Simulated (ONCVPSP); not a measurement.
## u(r) = r·R(r): atom against pseudo-atom (N (Z = 7))

Columns: radius, all-electron u(r) and pseudo u(r) of the 2s shell (level -19.07 eV) of nitrogen in the configuration [He] 2s1 2p4; PW91, scalar-relativistic, ONCV scheme, ONCVPSP 4.0.1.

```json
{"r (bohr)": "0.071", "all-electron": "-0.3433", "pseudo": "0.0483"}
{"r (bohr)": "0.142", "all-electron": "-0.3783", "pseudo": "0.1014"}
{"r (bohr)": "0.213", "all-electron": "-0.2657", "pseudo": "0.1630"}
{"r (bohr)": "0.284", "all-electron": "-0.0915", "pseudo": "0.2352"}
{"r (bohr)": "0.355", "all-electron": "0.0980", "pseudo": "0.3179"}
{"r (bohr)": "0.426", "all-electron": "0.2782", "pseudo": "0.4088"}
{"r (bohr)": "0.497", "all-electron": "0.4376", "pseudo": "0.5034"}
{"r (bohr)": "0.568", "all-electron": "0.5717", "pseudo": "0.5965"}
{"r (bohr)": "0.639", "all-electron": "0.6797", "pseudo": "0.6824"}
{"r (bohr)": "0.710", "all-electron": "0.7627", "pseudo": "0.7568"}
{"r (bohr)": "0.781", "all-electron": "0.8230", "pseudo": "0.8166"}
{"r (bohr)": "0.852", "all-electron": "0.8633", "pseudo": "0.8599"}
{"r (bohr)": "0.923", "all-electron": "0.8866", "pseudo": "0.8858"}
{"r (bohr)": "0.994", "all-electron": "0.8956", "pseudo": "0.8956"}
{"r (bohr)": "1.065", "all-electron": "0.8930", "pseudo": "0.8930"}
{"r (bohr)": "1.136", "all-electron": "0.8812", "pseudo": "0.8812"}
{"r (bohr)": "1.207", "all-electron": "0.8621", "pseudo": "0.8620"}
{"r (bohr)": "1.278", "all-electron": "0.8373", "pseudo": "0.8373"}
{"r (bohr)": "1.349", "all-electron": "0.8084", "pseudo": "0.8084"}
{"r (bohr)": "1.420", "all-electron": "0.7766", "pseudo": "0.7766"}
{"r (bohr)": "1.491", "all-electron": "0.7428", "pseudo": "0.7428"}
{"r (bohr)": "1.562", "all-electron": "0.7078", "pseudo": "0.7078"}
{"r (bohr)": "1.633", "all-electron": "0.6724", "pseudo": "0.6723"}
{"r (bohr)": "1.704", "all-electron": "0.6368", "pseudo": "0.6368"}
{"r (bohr)": "1.775", "all-electron": "0.6017", "pseudo": "0.6017"}
{"r (bohr)": "1.846", "all-electron": "0.5672", "pseudo": "0.5672"}
```

**Question.** How many radial nodes do the two functions have?

**Answer.** The all-electron 2s function has n − l − 1 = 1; the pseudo-wave has 0, since the states of the same l below it are removed with the core.

**Question.** At about which radius was the pseudo-wave matched?

**Answer.** 1.00 bohr, where the columns begin to agree (steps of 0.07 bohr).

**Question.** Where does each function peak?

**Answer.** Outermost all-electron maximum near 0.99 bohr, pseudo maximum near 0.99 bohr (to the table’s step).

**Question.** Is the pseudo-wave norm-conserving?

**Answer.** Yes: the ONCV scheme keeps the norm inside the radius equal to the all-electron one, which fixes the energy derivative of the logarithmic derivative at the level.
